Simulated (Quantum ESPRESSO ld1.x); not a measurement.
Task: Os, 76 electrons, occupied as [Xe] 4f14 5d6 6s2. All-electron calculation, Dirac Kohn-Sham, LDA (Slater exchange, Perdew-Zunger correlation), spin-unpolarised, spherical densities, point nucleus; open shells are shared between the two j in proportion to 2j + 1. Program: ld1.x of Quantum ESPRESSO 7.5. Some entries of the table are withheld. Estimate them.

orbital  occ.  eigenvalue (hartree)  <r> (bohr)
1s1/2       2              -2708.76         (1)
2s1/2       2              -471.462     0.07429
2p1/2       2                   (2)     0.06132
2p3/2       4                   (3)     0.06951
3s1/2       2              -109.691      0.1935
3p1/2       2              -100.743      0.1836
3p3/2       4              -88.4868      0.1987
3d3/2       4              -73.4653      0.1735
3d5/2       6              -70.8085      0.1781
4s1/2       2              -23.1226      0.4319
4p1/2       2                   (4)         (5)
4p3/2       4                   (6)         (7)
4d3/2       4              -10.3192      0.4827
4d5/2       6              -9.78434      0.4941
5s1/2       2              -3.36689       1.006
5p1/2       2              -2.20542       1.098
4f5/2       6              -1.97420      0.5525
4f7/2       8              -1.87095      0.5607
5p3/2       4              -1.75072       1.201
5d3/2     2.4              -0.26147       1.769
6s1/2       2              -0.23489       2.964
5d5/2     3.6              -0.22266       1.854

Result: 
(1) 1s1/2 <r> (bohr): 0.01774
(2) 2p1/2 eigenvalue (hartree): -451.479
(3) 2p3/2 eigenvalue (hartree): -395.261
(4) 4p1/2 eigenvalue (hartree): -19.3707
(5) 4p1/2 <r> (bohr): 0.4358
(6) 4p3/2 eigenvalue (hartree): -16.4827
(7) 4p3/2 <r> (bohr): 0.4697
